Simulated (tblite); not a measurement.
Species: C4H14OSi3.
Bonds: C1–C2 (double), C2–Si3, Si3–O4, O4–Si5, Si5–Si6, Si6–C7, Si6–C8. Hydrogens: H9, H10 on C1; H11 on C2; H12, H13 on Si3; H14, H15 on Si5; H16 on Si6; H17, H18, H19 on C7; H20, H21, H22 on C8.

Computed geometry: GFN2-xTB, gas phase.

**Question.** What internal coordinates does the optimisation give?

**Answer.** 
```
                   bond  length (Å)   order
                  C1=C2       1.324  double
                 C2–Si3       1.885  single
                 Si3–O4       1.617  single
                 O4–Si5       1.628  single
                Si5–Si6       2.313  single
         Si6–C7, Si6–C8       1.909  single
                  C1–H9       1.080  single
                 C1–H10       1.078  single
                 C2–H11       1.085  single
       Si3–H12, Si3–H13       1.464  single
       Si5–H14, Si5–H15       1.470  single
                Si6–H16       1.484  single
C7–H17 and 5 like bonds       1.086  single
```

Bonds in one row agree within 0.01 Å and their mean is given. Orders are formal, as drawn. A selection of angles:
```
      angle  degrees
   C2–C1–H9    122.9
  C2–C1–H10    121.5
  H9–C1–H10    115.6
  C1–C2–Si3    124.9
  C1–C2–H11    118.1
 Si3–C2–H11    117.1
  C2–Si3–O4    108.7
 C2–Si3–H12    111.6
 O4–Si3–H12    104.7
 O4–Si3–H13    107.6
H12–Si3–H13    112.9
 Si3–O4–Si5    160.8
 O4–Si5–Si6    108.5
 O4–Si5–H14    104.9
 O4–Si5–H15    102.6
Si6–Si5–H14    115.2
Si6–Si5–H15    116.8
H14–Si5–H15    107.4
 Si5–Si6–C7    111.6
 Si5–Si6–C8    110.1
Si5–Si6–H16    114.8
  C7–Si6–C8    107.8
 C7–Si6–H16    106.1
 Si6–C7–H17    112.1
 H17–C7–H18    107.6
```

Dihedral angles: C1–C2–Si3–O4 -150°; C2–Si3–O4–Si5 43° (synclinal); Si3–O4–Si5–Si6 -44° (synclinal); O4–Si5–Si6–C7 67° (synclinal). The mirror-image conformer, all signs reversed, is as good.

Si6 (SiH silicon) is distorted tetrahedral (angles from 106.1° to 114.8°). Of the pairs four or more bonds apart, C2···H18 is among the closest relative to their van der Waals radii: 2.97 Å, 102 % of the sum of Bondi's values. Si5 (oxygen-bound silicon) is distorted tetrahedral (angles from 102.6° to 116.8°). The C–Si distances run from 1.885 Å (C2–Si3, drawn single) to 1.911 Å (Si6–C7, drawn single), a spread of 0.026 Å. Si3 (oxygen-bound silicon) is distorted tetrahedral (angles from 104.7° to 112.9°).

Point group: C1 (no symmetry element, even within 0.4 Å). Its lowest GFN2-xTB frequency is 7 cm⁻¹, too small to tell a flat minimum from a shallow saddle. One conformer, not necessarily the lowest. 3 starts were optimised and ended at 0.00, 0.68 and 1.02 kcal/mol (GFN2-xTB); the lowest of these is shown.

Time: 3.9 s. Hardware: Intel Xeon at 2.70 GHz, one thread, shared host with 64 logical CPUs at a one-minute load of 62. This is the geometry optimisation.
